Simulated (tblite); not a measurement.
Compound: C3H5FN2Si.
Numbering: `[N:1]#[C:2][C@@H:3]([F:4])/[CH:5]=[N:6]\[SiH3:7]` (hydrogens: H8 on C3; H9 on C5; H10, H11, H12 on Si7)

Structure used (GFN2-xTB), in Å, numbered top down from 1:
```
atom  x, y, z in Å
N1    -1.7399   -0.0622    2.1514
C2    -1.5779   -0.2381    1.0349
C3    -1.3458   -0.4209   -0.3856
F4    -2.5360   -0.4137   -1.0748
C5    -0.4479    0.7090   -0.8850
N6     0.7575    0.8512   -0.6366
Si7    1.9449    0.0156    0.2992
H8    -0.8697   -1.3968   -0.5581
H9    -0.9766    1.4303   -1.5086
H10    1.5184   -1.2481    0.9144
H11    2.9852   -0.2242   -0.6944
H12    2.2889    0.9973    1.3173
```

All values are computed: GFN2-xTB (tblite) harmonic vibrations without scaling, gas phase. This tight-binding method is rough: wavenumbers can miss measured ones by several per cent, in bad cases by 10 to 20. Modes of hydrogen on silicon can be 10 to 20 % off. One conformer, not necessarily the lowest.

Harmonic wavenumbers (cm⁻¹): 36.5, 84.7, 108.5, 154.8, 226.4, 297.3, 312.6, 453.2, 504.7, 560.9, 608.0, 626.2, 738.2, 751.4, 799.4, 805.4, 825.5, 927.7, 1011.6, 1057.6, 1137.0, 1221.3, 1296.1, 1789.2, 2208.9, 2308.8, 2332.1, 2401.0, 2889.7, 2947.5.

A = 3415, B = 1394, C = 1086 MHz; mass 116.021 u (most abundant isotopes); point group C1, symmetry number 1.

Task: Zero-point energy?

Result: Half the sum of the wavenumbers: 15711 cm⁻¹ = 44.92 kcal/mol.

Task: What is S at 400 K and 1 bar for an ideal gas of classical rigid rotors and harmonic oscillators?

Result: Translation 41.65, rotation 29.40, vibration 32.02: S = 103.1 cal/(mol K).

Task: And Cp and H(400 K) − H(0)?

Result: Cp = 37.84 cal/(mol K), of which vibrations give 29.90 (their classical limit is 30 R = 59.6); H(400 K) − H(0) = 9.62 kcal/mol without the zero-point energy, 6.44 from vibrations.

Task: Blend soft modes into free rotors: weight 1/[1 + (100 cm⁻¹/ν̃)⁴] for the oscillator and the rest for a rotor with moment μB/(μ + B), μ = h/(8π²ν), B = 10⁻⁴⁴ kg m². What vibrational entropy results?

Result: 29.09 cal/(mol K) in place of 32.02, which changes −T·S at 400 K by +1.17 kcal/mol.

Task: Which modes carry the vibrational entropy at 400 K?

Result: 36.5 cm⁻¹: 6.02; 84.7 cm⁻¹: 4.36; 108.5 cm⁻¹: 3.87; 154.8 cm⁻¹: 3.18; 226.4 cm⁻¹: 2.45; 297.3 cm⁻¹: 1.95 cal/(mol K); the other 24 give 10.20 together.

Task: What must be added to the electronic energy to get the Gibbs energy at 400 K and 1 bar?

Result: ZPE + [H(400 K) − H(0)] − T·S = 44.92 + 9.62 − 41.23 = 13.31 kcal/mol.

Hindered rotation and anharmonicity are outside this model. Other conformers, if any are populated, would add a mixing term that is left out. The structure is chiral; the term R ln 2 for an equal mix with its mirror image is left out.
